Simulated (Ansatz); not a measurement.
Reaction (ligand exchange at the Si–F bond): `F[SiH2][GeH3]` + `[NH2][AlH2]` → `[AlH2][NH][SiH2][GeH3]` + H–F

Computed with Ansatz on PBE0-D4/def2-TZVP structures; ΔE is electronic, products minus reactants. CBS: MP2 limit from def2 TZ/QZ plus the TZ coupled-cluster correction, frozen cores. This one scheme is used for every species. Functionals use def2-TZVPP. For Ge outer-core shells are correlated without core-valence functions, which leaves a few kJ/mol of doubt a bond. Scalar relativity is left out up to krypton. One conformer a species, not always the lowest.

CCSD(T)/CBS gives +67.4 kJ/mol.

**Question.** Another level gave +77.1 kJ/mol. Which?
A. BLYP/def2-TZVPP
B. revPBE/def2-TZVPP
C. PBE-QIDH/def2-TZVPP
D. r2SCAN0-D4/def2-TZVPP

**Answer.** B. revPBE 77.1, BLYP 88.7, PBE-QIDH 67.6, r2SCAN0-D4 71.9 kJ/mol.

Largest T1 diagnostic among the species: 0.012.

Leaving LDA and LC-ωPBE aside and taking each functional with its dispersion term where it has one, the values, not all of them listed here, spread over 17.6 kJ/mol, from revPBE-D4 to B97M-V. LDA lies −7.2 kJ/mol from PBE without D4. The D4 term adds −11.8 kJ/mol with B3LYP and −6.6 kJ/mol with PBE0; it sums over pairs of atoms, weighted by their polarisabilities, and B3LYP, whose exchange is more repulsive, gets the larger term.

B3LYP here is the variant with VWN-RPA as its local correlation; programs differ in this.
